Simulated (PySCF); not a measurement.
PySCF input for H3O4Si, SMILES O[Si](O)(O)[O] (connectivity only; charge and spin as stated), charge -1, multiplicity 1, KT2/pcSseg-1. Coordinates come from a r2SCAN-D4/def2-SVPD optimisation. The multiplicity is an assumed one; other spin states were not compared. The isomer is the one that the SMILES or the coordinates give; other isomers of the formula were not compared. One conformer was computed; it need not be the lowest.

```python
import numpy as np
from pyscf import gto, scf, dft
from pyscf.prop.nmr import rks as nmr

mol = gto.M(
    atom='''
    O     0.00000005   -0.00000005    1.69038745
    Si    0.00000000   -0.00000001    0.11135182
    O     0.37475497   -1.49372731   -0.63066817
    O    -1.48098332    0.42231635   -0.63066807
    O     1.10622830    1.07141102   -0.63066812
    H     0.20703232   -2.18535427    0.01800316
    H    -1.99608848    0.91338188    0.01800330
    H     1.78905615    1.27197238    0.01800322
    ''',
    basis='pcSseg-1',
    charge=-1,
    spin=0,
    max_memory=1600,
    verbose=3,
)
mf = dft.RKS(mol, xc='kt2')
mf.grids.level = 3
mf.conv_tol = 1e-10
mf.max_cycle = 100
mf.kernel()
n = nmr.NMR(mf)
n.verbose = 2
n.max_cycle_cphf = 60
sigma = n.kernel()
print('atom   isotropic/ppm   span/ppm')
for i, s in enumerate(sigma):
    w = np.linalg.eigvalsh((s + s.T) / 2)
    print(f'{mol.atom_symbol(i):2s}{i + 1:3d} {w.mean():14.3f} {w[2] - w[0]:11.3f}')
```

It prints:

```
converged SCF energy = -599.16530351931
atom   isotropic/ppm   span/ppm
O   1        212.260     133.165
Si  2        410.617     155.542
O   3        268.607      92.814
O   4        268.607      92.813
O   5        268.608      92.812
H   6         31.821      18.237
H   7         31.821      18.237
H   8         31.821      18.237
```

The calculation finished and met its thresholds.
